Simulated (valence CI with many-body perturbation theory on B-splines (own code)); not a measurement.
Level structure of Mo

Calculated by configuration interaction combined with many-body perturbation theory (CI+MBPT): six valence electrons over a frozen Dirac-Fock core [Kr], a basis of 7 s, 7 p, 8 d, 6 f, 4 g, 1 h functions for each j, with the one-electron correlation potential Σ1, the two-electron term Σ2, the three-electron term Σ3, Breit, model QED; selected CI, second order for the rest, scaled by the run's own slope (own B-spline code, finite nucleus).

For open d shells near neutrality this method errs by about 400 cm⁻¹ on average, and by 1,000 to 3,000 in the worst levels. Among the levels kept, up to 2800 cm⁻¹ of a level comes from second order outside the variational space, and about a tenth of that is noise between levels of different J, which matters for small intervals. Only levels of the ground parity were solved; by the run's estimate the other parity begins above the list, which can be wrong where configurations are misplaced.

Levels 1 to 27 of 27, with energies above the lowest level, 4d5 5s 7S_3. "Leading %" is the weight of the configuration and term that name the level; weights of strongly mixed levels are sums over their largest components and can fall short. Lifetimes count E1, E2, E3, M1 and M2 decay at the calculated energies, and are blank where another channel may lead or the interval is too uncertain; long ones can be off by a factor of two.

```
No.  Configuration  Term  J  E (cm⁻¹)  Leading %  Second component  Lifetime      g
  1         4d5 5s    7S  3       0.0         96                              2.001
  2        4d4 5s2    5D  0     10271         74    11 % 4d5 5s 5D                 
  3        4d4 5s2    5D  1     10395         74    12 % 4d5 5s 5D    5370 s  1.501
  4         4d5 5s    5S  2     10688         56   28 % 4d4 5s2 5D            1.805
  5        4d4 5s2    5D  2     10734         46    36 % 4d5 5s 5S            1.693
  6        4d4 5s2    5D  3     11102         73    14 % 4d5 5s 5D     236 s  1.500
  7        4d4 5s2    5D  4     11620         71    15 % 4d5 5s 5D     230 s  1.499
  8         4d5 5s    5G  2     16916         93                              0.337
  9         4d5 5s    5G  3     16941         94                       134 s  0.919
 10         4d5 5s    5G  4     16988         94                       172 s  1.151
 11         4d5 5s    5G  5     17039         94                       226 s  1.267
 12         4d5 5s    5G  6     17077         94                              1.333
 13         4d5 5s    5P  3     18769         76     9 % 4d5 5s 5D    1.07 s  1.628
 14         4d5 5s    5P  2     18910         78    10 % 4d5 5s 5D    1.42 s  1.774
 15         4d5 5s    5P  1     19063         85     6 % 4d5 5s 5D    6.13 s  2.412
 16         4d5 5s    5D  0     20362         43   26 % 4d4 5s2 3P                 
 17         4d5 5s    5D  4     20508         65   14 % 4d4 5s2 5D    8.80 s  1.469
 18         4d5 5s    5D  1     20554         65   11 % 4d4 5s2 5D            1.577
 19         4d5 5s    5D  0     20666         27   26 % 4d4 5s2 3P                 
 20         4d5 5s    3G  3     20712         34    21 % 4d5 5s 5D            1.029
 21         4d5 5s    5D  2     20715         58    14 % 4d5 5s 5P            1.537
 22         4d5 5s    5D  3     20804         42    19 % 4d5 5s 3G            1.252
 23         4d5 5s    3G  4     20925         52   28 % 4d4 5s2 3G            1.074
 24        4d4 5s2    3P  1     20944         30    26 % 4d5 5s 3P            1.125
 25         4d5 5s    3D  2     21051         36    18 % 4d5 5s 3P            1.290
 26         4d5 5s    3G  5     21152         58   28 % 4d4 5s2 3G            1.197
 27         4d5 5s    3D  3     21704         53   27 % 4d4 5s2 3D    6.10 s  1.335
```

Names give the largest LS component (configuration and term), which can be under half, so a name can repeat, a term be missing and a line seem to break the LS rules; names also repeat where a configuration has a term twice.

Where two levels of one J and parity lie close, their mixing, g and order are uncertain.

The ionisation energy to 4d5 6S_5/2 of the next ion comes out as 7.0329 eV (NIST: 7.09243 eV (measured), further off than twice its uncertainty). All 27 levels together are meant to be complete up to 22199 cm⁻¹.
